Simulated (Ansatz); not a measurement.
A calculation with Ansatz (development build ahead of 0.2.0).

```yaml
crystal:
  periodic: [false, false, false]
  atoms:
    - { symbol: Ti, position_ang: [0.0, 0.0, 0.0] }
    - { symbol: P, position_ang: [0.0, 0.0, 3.1933] }
basis:
  gaussian: { orbitals: pcseg-2 }
magnetization:
  initial_magnetization: 3
hamiltonian:
  xc: pbe
```

The input is written out in the form of the current development build from the run's settings.

Output:

```
Converged                       : yes
Total energy                    : -1190.27112 hartree
Spin squared of the determinant : 3.750
Stability test                  : minimum among restricted orbitals
```

Caution: another spin multiplicity may lie lower.
